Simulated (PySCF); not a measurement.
Potential energy surface of Cl₂Si, singlet: map of symmetric stretch and bend. Scanned: Si-Cl bond length and Cl-Si-Cl angle.

Calculation: PySCF 2.14.0 with restricted Hartree-Fock/LANL2DZ, with its core potentials past Ne.

Energy in kcal/mol above the lowest grid point; x is the Si-Cl bond length (Å), y the Cl-Si-Cl angle (°).

| y \ x | 1.77 | 1.90 | 2.01 | 2.11 | 2.21 | 2.32 | 2.42 | 2.53 | 2.63 | 2.73 | 2.81 |
|---|---|---|---|---|---|---|---|---|---|---|---|
| 180 | 196.2 | 123.2 | 85.5 | 64.8 | 53.6 | 49.4 | 50.9 | 56.7 | 64.7 | 74.4 | 83.0 |
| 173.95 | 193.4 | 121.1 | 83.8 | 63.5 | 52.5 | 48.5 | 50.2 | 56.1 | 64.2 | 73.9 | 82.6 |
| 165.32 | 181.3 | 111.7 | 76.5 | 57.6 | 47.8 | 44.7 | 47.0 | 53.5 | 61.9 | 71.8 | 80.6 |
| 156.68 | 164.1 | 97.8 | 65.3 | 48.5 | 40.4 | 38.7 | 42.0 | 49.2 | 58.2 | 68.6 | 77.6 |
| 148.04 | 146.5 | 82.9 | 52.9 | 38.1 | 31.7 | 31.6 | 36.0 | 44.2 | 53.8 | 64.8 | 74.1 |
| 139.41 | 130.9 | 69.0 | 40.8 | 27.7 | 22.9 | 24.3 | 29.7 | 39.0 | 49.3 | 60.8 | 70.5 |
| 130.77 | 118.1 | 57.1 | 30.2 | 18.4 | 14.8 | 17.4 | 23.9 | 34.0 | 45.0 | 57.1 | 67.2 |
| 122.14 | 108.6 | 47.8 | 21.6 | 10.7 | 8.1 | 11.7 | 18.9 | 29.8 | 41.3 | 53.9 | 64.3 |
| 113.50 | 103.3 | 41.7 | 15.5 | 5.0 | 3.0 | 7.2 | 15.1 | 26.5 | 38.5 | 51.4 | 62.1 |
| 104.86 | 103.4 | 39.6 | 12.7 | 2.0 | 0.1 | 4.6 | 12.8 | 24.5 | 36.9 | 50.0 | 60.9 |
| 96.23 | 111.3 | 43.3 | 14.3 | 2.5 | 0.0 | 4.3 | 12.4 | 24.2 | 36.6 | 49.8 | 60.8 |
| 85 | 142.0 | 62.4 | 27.2 | 11.7 | 6.6 | 9.0 | 16.1 | 27.2 | 39.1 | 52.1 | 62.8 |

Points that lie below all their neighbours on the grid: x = 2.21, y = 96.23 (0.0 kcal/mol).
